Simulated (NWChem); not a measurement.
System: Si2H4OClF; SMILES O[Si@@H](Cl)[SiH2]F

The following NWChem deck was run.

```
start job
memory heap 200 mb stack 900 mb global 1100 mb
geometry units angstroms noautoz
  O      2.008308     0.611176    -0.059324
  Si     0.401387     0.491300     0.323003
  Cl    -0.727341     1.909874    -0.705007
  Si    -0.383799    -1.552984    -0.490942
  F      0.311795    -2.788340     0.316140
  H      2.499405     1.360293     0.293717
  H      0.171667     0.752840     1.773750
  H     -1.858592    -1.639215    -0.290238
  H     -0.056235    -1.680899    -1.939003
end
basis spherical
  * library def2-tzvp
end
dft
  xc b3lyp
  iterations 150
  semidirect filesize 400000000
  mulliken
end
task dft energy
```

Coordinates come from a PBE0/def2-SVP optimisation.

Task: Predict the main results of this run. (B3LYP/def2-TZVP.) Quantities: energy (Ha); highest occupied level (eV); orbital gap (eV); dipole (D).

Result: 
```yaml
energy (Ha): -1216.99
highest occupied level (eV): -8.10
orbital gap (eV): 7.03
dipole (D): 1.48
```
